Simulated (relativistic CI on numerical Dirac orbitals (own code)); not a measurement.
# Pd¹⁰⁺: sensitivity of the levels to the model

Base calculation: Dirac-Coulomb-Breit CI, KLI orbitals optimised for each configuration, a model potential for QED, unscaled Slater integrals.

Configurations in the expansion (outside the closed core [Ar] 3d10): 4s2.4p6, 4s2.4p5.4d, 4s.4p6.4d, 4s2.4p5.4f, 4s.4p6.4f, 4s2.4p5.5s, 4s2.4p5.5p, 4s2.4p5.5d, 4s.4p6.5s, 4p6.4d2, 4p5.4d3, 4p5.4d2.4f, 4p5.4d2.5s, 4p5.4d2.5p, 4p6.4f2, 4p5.4d.4f2, 4p5.4f3, 4p5.4f2.5s, 4p5.4f2.5p. Double excitations out of closed p, d and f shells are left out; levels of such configurations are missing from the list, as are those of other unlisted configurations, and high levels can miss mixing partners. These lack a partner that the ground configuration has and come out too high: 4s2.4p5.5d.

Variants: (1) valence Slater integrals scaled by 0.9; (2) configuration mixing switched off. Shifts of the energy above 4s2.4p6 1S_0, in cm⁻¹, for the lowest level and the first level of each name with at least 55 % of one term (blank where a level changes its place among those of its configuration and J or its character, or is not in the variant):

```
           Level    Base    Δ(1)    Δ(2)
    4s2.4p6 1S_0       0       0       0
4s2.4p5.4d 3P°_0  415370   +3287    -176
4s2.4p5.4d 3P°_1  421392   +3038    -173
4s2.4p5.4d 3P°_2  433533   +2468    -151
4s2.4p5.4d 3F°_4  434859   +2198   +2107
4s2.4p5.4d 3F°_3  437715   +1538   +1707
4s2.4p5.4d 3F°_2  447104    +924   +1088
4s2.4p5.4d 3D°_3  464631    -981      +2
4s2.4p5.4d 3D°_1  480339    -931    -168
4s2.4p5.4d 1P°_1  609083  -13840   +2206
  4s.4p6.4d 3D_1  787371   +4736  +21275
  4s.4p6.4d 3D_2  790718   +4600  +20480
  4s.4p6.4d 3D_3  796246   +4456  +19498
4s2.4p5.5s 3P°_2  842000    +298    +355
4s2.4p5.5s 1P°_1  847783    -258    +150
  4s.4p6.4d 1D_2  850034   -2356   +3429
4s2.4p5.5s 3P°_0  886999    +299    +454
4s2.4p5.5s 3P°_1  890606    -130    +204
 4s2.4p5.4f 3G_5  936189   +1139      -4
 4s2.4p5.5p 3S_1  937242   +2247   +4518
 4s2.4p5.4f 3G_4  942203    +666      -4
 4s2.4p5.4f 3D_1  947881   -1519  -20284
```

At this charge energies of transitions that change n are usually good to better than 1 %, and those within a shell (Δn = 0) to a few per cent.

Ionisation energy from the two ground configurations alone: base 237.36 eV. The NIST ASD value (semi-empirical) is 238.57 eV.

LS names give the leading component of a level, which can be under half, so a name can repeat, a term be missing and a line seem to break the LS rules.
